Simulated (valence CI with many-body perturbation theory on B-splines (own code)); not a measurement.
# Yb⁶³⁺: calculated level list

Computed by configuration interaction combined with many-body perturbation theory (CI+MBPT): five valence electrons over a frozen Dirac-Fock core [He], radial functions for each j: 9 s, 9 p, 8 d, 6 f, 3 g, 1 h, with the one-electron correlation potential Σ1 (screened to all orders), the two-electron term Σ2, the three-electron term Σ3, Breit, model QED; selected single and double excitations, second order for the rest, scaled by the run's own slope (own B-spline code, finite nucleus).

No measured spectrum was set against this ion. As an estimate, large intervals hold to a few tenths of a per cent, small ones and those within an open d or f shell to about a per cent. Among the levels kept, up to 4100 cm⁻¹ of a level comes from second order outside the variational space, and about a tenth of that is noise between levels of different J, which matters for small intervals.

Levels 1 to 45 of 62, with energies above the lowest level, (2s^2 2p1/2^2 2p3/2) J=3/2. "Leading %" is the weight of the configuration and term that name the level; weights of strongly mixed levels are sums over their largest components and can fall short, so below about 35 % the name and the second component can differ from the true leading terms, or belong to a minority configuration. In the jj column 3d3/2^4 stands for four electrons in 3d with j = 3/2. Lifetimes count E1, E2, E3, M1 and M2 decay at the calculated energies, and are blank where another channel may lead or the interval is too uncertain; long ones can be off by a factor of two.

| No. | Configuration | Term | J | E (eV) | Leading % | Second component | Lifetime | Leading jj |
| --- | --- | --- | --- | --- | --- | --- | --- | --- |
| 1 | 2s²2p³ | ²P° | 3/2 | 0.0 | 48 | 27 % 2s²2p³ ²D° |  | 2s^2 2p1/2^2 2p3/2 (100 %) |
| 2 | 2s²2p³ | ⁴S° | 3/2 | 1071.0 | 55 | 45 % 2s²2p³ ²D° | 86.1 ps | 2s^2 2p1/2 2p3/2^2 (100 %) |
| 3 | 2s²2p³ | ²D° | 5/2 | 1093.8 | 100 |  | 504 ps | 2s^2 2p1/2 2p3/2^2 (100 %) |
| 4 | 2s²2p³ | ²P° | 1/2 | 1141.8 | 100 |  | 152 ps | 2s^2 2p1/2 2p3/2^2 (100 %) |
| 5 | 2s2p⁴ | ⁴P | 5/2 | 1388.6 | 70 | 30 % 2s2p⁴ ²D | 573 fs | 2s 2p1/2^2 2p3/2^2 (100 %) |
| 6 | 2s2p⁴ | ²S | 1/2 | 1486.9 | 64 | 26 % 2s2p⁴ ⁴P | 153 fs | 2s 2p1/2^2 2p3/2^2 (100 %) |
| 7 | 2s2p⁴ | ²P | 3/2 | 1488.2 | 51 | 35 % 2s2p⁴ ²D | 83.5 fs | 2s 2p1/2^2 2p3/2^2 (100 %) |
| 8 | 2s²2p³ | ²P° | 3/2 | 2215.0 | 51 | 28 % 2s²2p³ ²D° | 24.4 ps | 2s^2 2p3/2^3 (99 %) |
| 9 | 2s2p⁴ | ⁴P | 3/2 | 2485.3 | 85 | 11 % 2s2p⁴ ²D | 173 fs | 2s 2p1/2 2p3/2^3 (100 %) |
| 10 | 2s2p⁴ | ²D | 5/2 | 2525.2 | 70 | 30 % 2s2p⁴ ⁴P | 172 fs | 2s 2p1/2 2p3/2^3 (100 %) |
| 11 | 2s2p⁴ | ²P | 1/2 | 2584.1 | 64 | 35 % 2s2p⁴ ⁴P | 67.9 fs | 2s 2p1/2 2p3/2^3 (99 %) |
| 12 | 2s2p⁴ | ²D | 3/2 | 2593.0 | 54 | 45 % 2s2p⁴ ²P | 68.5 fs | 2s 2p1/2 2p3/2^3 (100 %) |
| 13 | 2p⁵ | ²P° | 3/2 | 2943.5 | 99 |  | 57.5 fs | 2p1/2^2 2p3/2^3 (99 %) |
| 14 | 2s2p⁴ | ⁴P | 1/2 | 3672.7 | 38 | 35 % 2s2p⁴ ²S | 80.1 fs | 2s 2p3/2^4 (100 %) |
| 15 | 2p⁵ | ²P° | 1/2 | 4042.6 | 100 |  | 42.6 fs | 2p1/2 2p3/2^4 (100 %) |
| 16 | 2s²2p²3s | ⁴P | 1/2 | 7867.2 | 46 | 31 % 2s²2p²3s ²S | 5.92 fs | 2s^2 2p1/2^2 3s (100 %) |
| 17 | 2s²2p²3p | ²P° | 1/2 | 7963.6 | 46 | 38 % 2s²2p²3p ⁴D° | 472 fs | 2s^2 2p1/2^2 3p1/2 (100 %) |
| 18 | 2s²2p²3p | ²P° | 3/2 | 8295.0 | 35 | 20 % 2s²2p²3p ⁴D° | 467 fs | 2s^2 2p1/2^2 3p3/2 (100 %) |
| 19 | 2s²2p²3d | ²D | 3/2 | 8380.1 | 42 | 32 % 2s²2p²3d ⁴F | 4.87 fs | 2s^2 2p1/2^2 3d3/2 (100 %) |
| 20 | 2s²2p²3d | ²D | 5/2 | 8475.2 | 36 | 18 % 2s²2p²3d ⁴D | 879 as | 2s^2 2p1/2^2 3d5/2 (100 %) |
| 21 | 2s²2p²3s | ⁴P | 3/2 | 8951.5 | 88 | 10 % 2s²2p²3s ²P | 8.93 fs | 2s^2 2p1/2 2p3/2 3s (100 %) |
| 22 | 2s²2p²3s | ²P | 1/2 | 8961.2 | 67 | 33 % 2s²2p²3s ⁴P | 4.14 fs | 2s^2 2p1/2 2p3/2 3s (100 %) |
| 23 | 2s²2p²3s | ²D | 5/2 | 8970.9 | 65 | 35 % 2s²2p²3s ⁴P | 8.12 fs | 2s^2 2p1/2 2p3/2 3s (100 %) |
| 24 | 2s²2p²3s | ²D | 3/2 | 8977.3 | 64 | 35 % 2s²2p²3s ²P | 4.40 fs | 2s^2 2p1/2 2p3/2 3s (100 %) |
| 25 | 2s²2p²3p | ⁴P° | 1/2 | 9046.8 | 48 | 28 % 2s²2p²3p ⁴D° | 724 fs | 2s^2 2p1/2 2p3/2 3p1/2 (100 %) |
| 26 | 2s²2p²3p | ⁴D° | 3/2 | 9053.0 | 55 | 22 % 2s²2p²3p ²D° | 637 fs | 2s^2 2p1/2 2p3/2 3p1/2 (100 %) |
| 27 | 2s²2p²3p | ²F° | 5/2 | 9066.3 | 49 | 30 % 2s²2p²3p ²D° | 485 fs | 2s^2 2p1/2 2p3/2 3p1/2 (100 %) |
| 28 | 2s²2p²3p | ²P° | 3/2 | 9104.3 | 43 | 25 % 2s²2p²3p ²D° | 273 fs | 2s^2 2p1/2 2p3/2 3p1/2 (99 %) |
| 29 | 2s2p³3s | ⁴P° | 5/2 | 9228.6 | 47 | 26 % 2s2p³3s ⁶S° | 11.9 fs | 2s 2p1/2^2 2p3/2 3s (98 %) |
| 30 | 2s2p³3s | ²P° | 3/2 | 9256.2 | 34 | 25 % 2s2p³3s ⁴S° | 4.98 fs | 2s 2p1/2^2 2p3/2 3s (98 %) |
| 31 | 2s2p³3s | ²P° | 1/2 | 9316.8 | 40 | 29 % 2s2p³3s ⁴D° | 5.05 fs | 2s 2p1/2^2 2p3/2 3s (93 %) |
| 32 | 2s2p³3s | ²P° | 3/2 | 9326.6 | 38 | 20 % 2s2p³3s ²D° | 10.6 fs | 2s 2p1/2^2 2p3/2 3s (97 %) |
| 33 | 2s2p³3p | ⁴P | 3/2 | 9334.9 | 29 | 22 % 2s2p³3p ⁶P | 5.81 fs | 2s 2p1/2^2 2p3/2 3p1/2 (99 %) |
| 34 | 2s2p³3p | ²D | 5/2 | 9335.9 | 26 | 19 % 2s2p³3p ⁴D | 2.30 fs | 2s 2p1/2^2 2p3/2 3p1/2 (99 %) |
| 35 | 2s²2p²3p | ⁴D° | 5/2 | 9371.0 | 52 | 33 % 2s²2p²3p ⁴P° | 264 fs | 2s^2 2p1/2 2p3/2 3p3/2 (98 %) |
| 36 | 2s²2p²3p | ²P° | 1/2 | 9376.2 | 35 | 29 % 2s²2p²3p ⁴P° | 68.8 fs | 2s^2 2p1/2 2p3/2 3p3/2 (95 %) |
| 37 | 2s²2p²3p | ²D° | 3/2 | 9379.3 | 53 | 22 % 2s²2p²3p ⁴P° | 302 fs | 2s^2 2p1/2 2p3/2 3p3/2 (100 %) |
| 38 | 2s²2p²3p | ²F° | 7/2 | 9386.2 | 65 | 35 % 2s²2p²3p ⁴D° | 379 fs | 2s^2 2p1/2 2p3/2 3p3/2 (100 %) |
| 39 | 2s²2p²3p | ²P° | 3/2 | 9406.6 | 32 | 30 % 2s²2p²3p ⁴S° | 185 fs | 2s^2 2p1/2 2p3/2 3p3/2 (96 %) |
| 40 | 2s²2p²3p | ²D° | 5/2 | 9413.2 | 65 | 16 % 2s²2p²3p ²F° | 353 fs | 2s^2 2p1/2 2p3/2 3p3/2 (99 %) |
| 41 | 2s2p³3p | ²P | 1/2 | 9415.7 | 35 | 18 % 2s2p³3p ⁴P | 1.98 fs | 2s 2p1/2^2 2p3/2 3p1/2 (98 %) |
| 42 | 2s2p³3p | ²D | 3/2 | 9417.3 | 34 | 21 % 2s2p³3p ⁴F | 2.73 fs | 2s 2p1/2^2 2p3/2 3p1/2 (98 %) |
| 43 | 2s²2p²3p | ²P° | 1/2 | 9435.2 | 85 | 7 % 2s²2p²3p ⁴D° | 149 fs | 2s^2 2p1/2 2p3/2 3p3/2 (98 %) |
| 44 | 2s²2p²3d | ⁴F | 3/2 | 9467.1 | 43 | 26 % 2s²2p²3d ²P | 2.86 fs | 2s^2 2p1/2 2p3/2 3d3/2 (99 %) |
| 45 | 2s²2p²3d | ⁴F | 5/2 | 9468.5 | 53 | 38 % 2s²2p²3d ²F | 7.20 fs | 2s^2 2p1/2 2p3/2 3d3/2 (99 %) |

The ionisation energy to 2s²2p² ³P0 of the next ion comes out as 14753 eV (NIST: 14752 ± 19 eV (theoretical)). All 62 levels together are meant to be complete up to 9689.5 eV.
